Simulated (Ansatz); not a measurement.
Complex (SMILES): F (HF) with N#N (N2), atoms 1 to 2 the first; geometry from B3LYP-D3(BJ)/def2-TZVP, monomers rigid:
```xyz
4

F      0.3830    -0.0965     0.2212
H     -0.2809     0.0249    -0.4159
N     -2.5150     0.4344    -2.5571
N     -1.7349     0.2913    -1.8098
```

Basis-set convergence of the counterpoise-corrected interaction energy at HF with Ansatz (a program for electronic structure). Cartesian d functions, on some or all atoms, in 6-31+G*; all else is spherical. No added dispersion term, no relativity. Functions are those of the species that has most. Reference: the value in aug-pcseg-3, -0.93 kcal/mol. Deviations are taken from unrounded values.

```csv
basis,functions,counterpoise-corrected interaction energy (kcal/mol),minus reference (kcal/mol)
pcseg-0,29,-2.08,-1.15
pcseg-1,47,-0.86,0.07
6-31+G*,59,-0.73,0.19
6-311+G**,72,-0.96,-0.04
aug-cc-pVDZ,78,-0.73,0.20
"6-311++G(2d,2p)",91,-0.74,0.19
pcseg-2,104,-0.98,-0.05
jun-cc-pV(T+d)Z,131,-0.89,0.03
"6-311++G(3df,3pd)",135,-0.86,0.07
aug-cc-pVTZ,161,-0.90,0.03
pcseg-3,213,-0.94,-0.01
aug-cc-pVQZ,286,-0.92,0.01
pcseg-4,364,-0.92,0.00
```

The smallest set listed that lies within 0.1 kcal/mol of the reference with all its larger relatives (same family, alike in diffuse functions; a set with none counts only in the reference's own line) is pcseg-1 (47 functions, 0.07 kcal/mol off). Inside the window by cancellation, since a larger relative falls out: 6-311+G**. Inside, with no larger relative to test it: 6-311++G(3df,3pd).
